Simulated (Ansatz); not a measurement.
Mulliken charges of CH$_{6}$AlClSi (`[CH3][AlH][SiH2]Cl`) from B3LYP/def2-TZVPP in Ansatz (PBE0-D4/def2-TZVP geometry).

```tsv
atom	x (Å)	y (Å)	z (Å)	charge (e)
C1	-1.596	0.512	-0.875	-0.438
Al2	-0.597	-0.666	0.311	0.468
Si3	1.798	-0.262	0.737	0.218
Cl4	2.420	1.394	-0.360	-0.276
H5	-0.972	1.290	-1.319	0.111
H6	-2.413	1.000	-0.331	0.092
H7	-2.063	-0.058	-1.685	0.093
H8	-1.295	-1.903	1.029	-0.141
H9	2.117	0.033	2.162	-0.064
H10	2.685	-1.390	0.334	-0.064
```

Task: By hand: the dipole of these point charges (1 e Å = 4.8032 D).

Result: Σ q r = (-0.503, -0.393, 0.150) e Å, of length 0.656 e Å = 3.15 D.

Task: How does the dipole of the full density compare? (Estimate.)

Result: Computed: (-0.324, -0.160, 0.027) e Å, 1.74 D; the point charges give 1.81 times that, at 15° from its direction.

Point charges leave out the atoms' own dipoles, such as those of lone pairs, and Mulliken's split depends on the basis, so the two needn't agree.

B3LYP here is the variant with VWN-RPA as its local correlation; programs differ in this.
